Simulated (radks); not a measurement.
Coulomb parameter of the 4d shell of the palladium ion Pd+ in the model configuration [Kr] 4d8 5s1, as a second difference U = [E(n + 0.5) + E(n - 0.5) - 2 E(n)] / (0.5)^2 with all orbitals relaxed. "Bare": the charge of the atom changes with n. "Screened": the 5s shell takes up the change at fixed total charge, which measures U(4d,4d) + U(5s,5s) - 2 U(4d,5s). Method: scalar-relativistic Kohn-Sham, LDA (Slater exchange, Perdew-Wang correlation), spin-unpolarised, spherical densities, finite nucleus; Fermi nuclear charge, rms radius 4.5318 fm; computed with a radial shooting solver on a logarithmic mesh with Libxc functionals.

| case | configuration | E - E(n) (eV) |
|---|---|---|
| start | [Kr] 4d8 5s1 | 0.000 |
| bare +0.5 | [Kr] 4d8.5 5s1 | -7.595 |
| bare -0.5 | [Kr] 4d7.5 5s1 | 10.679 |
| screened +0.5 | [Kr] 4d8.5 5s0.5 | -2.441 |
| screened -0.5 | [Kr] 4d7.5 5s1.5 | 2.947 |

U(bare) = 12.335 eV, U(screened by 5s) = 2.023 eV, against the Slater integral F0(4d,4d) = 17.656 eV with frozen orbitals.
